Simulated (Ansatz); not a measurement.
Relaxation of C$_{3}$H$_{6}$NSb (11 atoms, charge 0, multiplicity 1), to a largest force component of 0.015 eV/Å in at most 40 steps.

Method: RKS PBE0-D4/def2-SVP (Ansatz 0.2.0).

```xyz
11
Properties=species:S:1:pos:R:3:forces:R:3
C -2.537 0.841 0.230 -9.93 0.68 -1.79
C -1.406 0.814 0.436 8.12 -0.22 1.27
Sb 0.639 0.694 0.803 0.49 -0.59 0.11
C 1.176 0.338 -1.275 -3.48 0.59 -0.25
N 0.545 -1.366 1.192 -1.72 -0.76 -0.43
H -3.624 0.963 0.025 1.34 -0.30 0.28
H 1.001 1.271 -1.841 0.37 -0.17 -0.03
H 0.448 -0.426 -1.675 0.67 0.55 0.36
H 2.152 -0.011 -1.333 2.36 -0.66 -0.23
H 0.963 -1.861 0.374 -0.42 0.42 0.66
H -0.508 -1.622 1.160 2.21 0.46 0.05
```

Problem. Where does it end, and by what steps?

Solution. The run converged. After 13 steps the energy has fallen by 0.731 eV; H11 moved furthest, 1.23 Å. The start is strongly strained (largest force component 10 eV/Å).

```tsv
step	energy less start (eV)	largest force component (eV/Å)	accepted
0	0.0000	9.933	yes
1	-0.4849	0.828	yes
2	-0.5284	1.002	yes
3	-0.5669	0.987	yes
4	-0.6404	0.311	yes
5	-0.6784	0.595	yes
6	-0.7148	0.137	yes
7	-0.7242	0.225	yes
8	-0.7222	0.234	no
9	-0.7295	0.066	yes
10	-0.7294	0.083	no
11	-0.7303	0.016	yes
12	-0.7307	0.017	yes
13	-0.7308	0.013	yes
```

```xyz
11
Properties=species:S:1:pos:R:3
C -2.659 0.920 0.062
C -1.471 0.755 0.278
Sb 0.578 0.527 0.774
C 1.185 0.427 -1.296
N 0.644 -1.509 1.006
H -3.707 1.061 -0.137
H 1.038 1.407 -1.772
H 0.583 -0.328 -1.821
H 2.248 0.151 -1.339
H 0.000 -1.994 0.382
H 0.409 -1.784 1.958
```

Time of the run: 51 s on 2 threads of Arm Neoverse V2, with other jobs on the host, peak memory 0.28 GiB.
